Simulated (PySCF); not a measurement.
Computed Raman spectrum (relative Raman activity) of a molecule CH₃F₃Si. The structure is a stationary point at ωB97X-D3(BJ)/def2-SVP. The values are those of a single conformer. These are ωB97X-D3(BJ)/def2-SVP (PySCF) values and carry that method's errors. Frequencies are harmonic and unscaled.

ν (cm⁻¹): 415 (vw), 659 (w), 925 (vw), 953 (m), 2292 (vs), 2303 (s) (against the strongest line: vs over 80 %, s over 45 %, m over 15 %, w over 4 %, vw less)

Q: Identify the compound among the candidates.
A) F[SiH2]C(F)F
B) C[Si](F)(F)F
C) FC[SiH](F)F
D) FC(F)(F)[SiH3]

A: D, FC(F)(F)[SiH3]
